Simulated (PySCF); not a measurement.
**The second ionisation energy along the 3d series**

Calculated with PySCF 2.14 from differences of total energies of unrestricted determinants, without spin-orbit coupling. Values in eV. The last column holds reference values (NIST; (s) semi-empirical, (t) theoretical, else measured). Unmarked ones compare directly (S terms, centres of terms, or small fine structure); those marked * lie between the lowest fine-structure levels and include a spin-orbit shift.

```csv
element,configurations,PBE,PBE0,MP2 (valence),SCS-MP2 (valence),MP2 (valence and next inner shell),SCS-MP2 (all electrons),reference
"Sc (aug-cc-pwCVTZ-DK with one added diffuse shell each of s, p, d, f, g type, spin-free X2C)",[Ar] 3d1 4s1 → [Ar] 3d1,13.123,12.946,12.316,12.252,12.782,12.647,12.800 *
"Cr (aug-cc-pwCVTZ-DK with one added diffuse shell each of s, p, d, f, g type, spin-free X2C)",[Ar] 3d5 → [Ar] 3d4,17.158,16.801,16.010,15.335,16.741,16.052,16.486 *
"Mn (aug-cc-pwCVTZ-DK with one added diffuse shell each of s, p, d, f, g type, spin-free X2C)",[Ar] 3d5 4s1 → [Ar] 3d5,16.289,15.967,15.322,15.009,15.665,15.360,15.640
"Co (aug-cc-pwCVTZ-DK with one added diffuse shell each of s, p, d, f, g type, spin-free X2C)",[Ar] 3d8 → [Ar] 3d7,17.881,17.199,17.024,16.936,17.702,17.412,17.084 *
"Ni (aug-cc-pwCVTZ-DK with one added diffuse shell each of s, p, d, f, g type, spin-free X2C)",[Ar] 3d9 → [Ar] 3d8,18.909,18.174,18.388,18.091,19.128,18.648,18.169 *
"Cu (aug-cc-pwCVTZ-DK with one added diffuse shell each of s, p, d, f, g type, spin-free X2C)",[Ar] 3d10 → [Ar] 3d9,20.938,20.227,20.895,20.451,21.569,20.987,20.292 *
"Zn (aug-cc-pwCVTZ-DK with one added diffuse shell each of s, p, d, f, g type, spin-free X2C)",[Ar] 3d10 4s1 → [Ar] 3d10,n/a,n/a,n/a,n/a,n/a,n/a,17.964
```

"Valence" correlates the outer s and p shells and, in groups 3 to 12 and the f block, the outer d or f shell, open or full, or the next shell where the ion has no valence electron left; the wider scheme adds the next inner shell.
